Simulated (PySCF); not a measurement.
**Electronic structure of Ne (neon, neutral) at the UHF level**

Configuration: [Ne], closed-shell 1S. Calculation: PySCF 2.14, in aug-cc-pVDZ (4s3p2d, 23 functions); the non-relativistic Hamiltonian (point nucleus).

* Total energy: -128.496350 hartree
* One-electron energy: -182.4037 hartree
* Hartree (Coulomb) energy: 65.9921 hartree
* Exchange energy: -12.0847 hartree
* Kinetic energy: 128.41321 hartree
* ⟨S²⟩: 0.0000
* ⟨L²⟩: 0.000
* Sum of ⟨r⟩: 7.922 bohr
* Sum of ⟨r²⟩: 9.451 bohr²
* Density at the nucleus (Gaussians lack the cusp): 594 bohr⁻³
* Langevin diamagnetic susceptibility: -7.49 ×10⁻⁶ cm³/mol
* Time after the integrals: 0.03 s of wall time on 1 thread of Neoverse-V2 (shared host)

```json
{"shell": "1s", "electrons": "2", "mean orbital energy (hartree)": "-32.79495", "rms radius, mean of both spins (bohr)": "0.183"}
{"shell": "2s", "electrons": "2", "mean orbital energy (hartree)": "-1.94042", "rms radius, mean of both spins (bohr)": "0.985"}
{"shell": "2p", "electrons": "6", "mean orbital energy (hartree)": "-0.85304", "rms radius, mean of both spins (bohr)": "1.11"}
```
